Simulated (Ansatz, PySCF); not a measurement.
Breaking the N3–H4 bond in H3NSi (SMILES N[SiH]) (multiplicity 1 held, fragments rigid). Energies count from the point at 1.009 Å.
Geometry at that point (charge 0, multiplicity 1):
| atom | x (Å) | y (Å) | z (Å) |
|---|---|---|---|
| Si | -0.2447 | 0.3910 | 0.5100 |
| H | -0.5860 | 1.4739 | -0.5153 |
| N | 0.3978 | -0.6896 | -0.6544 |
| H | 0.4631 | -0.5284 | -1.6484 |
| H | 0.7649 | -1.5931 | -0.3951 |

U- levels take the lowest unrestricted solution at each point, which mixes spins at long bonds. Curves can end on different states.

Rows in 6-31G* carry no dispersion term and start afresh at each structure (6-31G* with six Cartesian d functions).

Run with Ansatz (Gaussian orbitals); PySCF for 6-31G* rows. Each number belongs to the level named beside it.

Energies in kcal/mol.

```tsv
R (Å)	U-HF/6-31G*	U-HF/cc-pV(T+d)Z	R-BP86/6-31G*	U-B3LYP/6-31G*	U-wB97X-V/cc-pV(T+d)Z
0.807	33.2	30.9	37.7	35.9	33.9
0.908	5.7	5.0	8.2	7.3	6.6
1.009	0.0	0.0	0.0	0.0	0.0
1.110	5.9	6.2	2.9	3.8	4.5
1.211	17.6	18.2	11.5	13.3	14.7
1.362	39.8	40.6	28.2	31.4	34.5
1.514	62.5	63.7	45.1	49.9	55.2
1.766	82.9	84.3	68.9	76.5	86.2
2.018	89.7	90.9	86.8	92.3	102.5
2.321	92.3	93.2	101.8	100.1	108.6
2.725	93.1	93.5	114.5	103.5	110.5
3.229	93.1	93.4	123.2	104.6	110.9
```

Doubts at one or more of the structures used: a spin-contaminated determinant (U-HF/6-31G*, U-HF/cc-pV(T+d)Z, U-B3LYP/6-31G*, U-wB97X-V/cc-pV(T+d)Z); a restricted determinant that unrestricted orbitals would lower (R-BP86/6-31G*).

Ansatz is a quantum-chemistry and plane-wave program.
